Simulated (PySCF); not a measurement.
**Computed properties of 1-fluorocyclopenta-1,3-diene (C5H5F), SMILES FC1=CC=CC1**

1-fluorocyclopenta-1,3-diene (C5H5F), SMILES FC1=CC=CC1. Coordinates come from a B3LYP-D3(BJ)/def2-SVP optimisation. One conformer was computed; it need not be the lowest. All values are computed for the isolated molecule unless a solvent is named; none is compared with measurement here.

**Structure.** The optimised structure has Cs symmetry. All 27 harmonic modes at B3LYP-D3(BJ)/def2-SVP (PySCF) are real, so it is a minimum. With heavy atoms numbered as in [F:1][C:2]1=[CH:3][CH:4]=[CH:5][CH2:6]1, the shortest bond between them is F1–C2 at 1.332 Å and the longest C5–C6 at 1.507 Å.

**Vibrations.** The strongest infrared lines (harmonic, unscaled, degenerate partners summed) lie at 1698 cm⁻¹ (110 km/mol, C 92 %), 1348 cm⁻¹ (42 km/mol, C 73 %, H 23 %), 1601 cm⁻¹ (41 km/mol, C 92 %). The softest mode is at 262 cm⁻¹ and the zero-point energy is 53.2 kcal/mol.

**Electronic structure.** ωB97X/def2-TZVP (PySCF) places the frontier levels at -8.56 and 1.55 eV, a gap of 10.11 eV, and gives a dipole moment of 1.22 D and a mean polarisability of 54.4 bohr³. PBE/def2-TZVP (PySCF) at the same geometry gives -5.21 and -1.54 eV, so its gap is 6.44 eV narrower. An orbital gap is neither the optical nor the fundamental gap.

**Excitations.** TDDFT-PBE0/def2-SVPD (PySCF) has S1 at 4.95 eV (251 nm, f = 0.072, bright); the most intense of the 10 singlets computed lies at 8.05 eV (f = 0.32). T1 (TDA) is at 2.96 eV. TDDFT-PBE/def2-SVPD (PySCF) puts S1 at 4.71 eV. No vertical singlet excitation falls in the visible range (under 3.1 eV).

**NMR.** GIAO shifts at B3LYP/pcSseg-1 (PySCF) (non-relativistic, atoms alike by connectivity averaged): ¹³C from 43.4 to 184.6 ppm against TMS; ¹H from 3.3 to 6.7 ppm against TMS; ¹⁹F at -127.0 ppm against CFCl3.
